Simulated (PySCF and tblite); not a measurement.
Results of a calculation; reference values are marked as such.
4 constitutional isomers of C₄H₉Br:

```tsv
isomer	SMILES
A	[CH3:1][CH2:2][C@H:3]([CH3:4])[Br:5]
B	[CH3:1][C:2]([CH3:3])([CH3:4])[Br:5]
C	[CH3:1][CH2:2][CH2:3][CH2:4][Br:5]
D	[CH3:1][CH:2]([CH3:3])[CH2:4][Br:5]
```

Protocol: conformer search, at most 6 conformers an isomer, GFN2-xTB geometries, energies TPSS/def2-TZVP (IEF-PCM, chloroform) (D3(BJ) added where defined), GIAO shieldings B97-2/pcSseg-1 (IEF-PCM, chloroform), weights at 298.15 K with GFN2-xTB thermal terms. Programs: PySCF with density fitting and tblite.

Question: What shifts does each isomer give (ppm; of two unlike H on one atom, a is the less shielded)?

Answer: 
A: ¹H (against TMS): 4.28 (H3, 1H), 1.89 (H2a, 1H), 1.85 (H2b, 1H), 1.71 (H4, 3H), 1.19 (H1, 3H). ¹³C (against TMS): 70.2 (C3), 39.4 (C2), 29.2 (C4), 15.3 (C1).

B: ¹H (against TMS): 1.88 (H1/H3/H4, 9H). ¹³C (against TMS): 81.5 (C2), 38.2 (C1/C3/C4).

C: ¹H (against TMS): 3.78 (H4, 2H), 1.79 (H3, 2H), 1.53 (H2, 2H), 1.04 (H1, 3H). ¹³C (against TMS): 49.0 (C4), 40.6 (C3), 26.1 (C2), 16.2 (C1).

D: ¹H (against TMS): 3.60 (H4, 2H), 1.86 (H2, 1H), 1.11 (H1/H3, 6H). ¹³C (against TMS): 56.2 (C4), 37.0 (C2), 22.8 (C1/C3).

Spin–orbit effects of the heavy atoms on shieldings are missing. At a carbon that bears Br the missing effect is some 10 ppm, beside I tens of ppm. Shifts are unscaled: against experiment ¹³C can be off by 15 ppm or more and ¹H by 0.8 ppm.
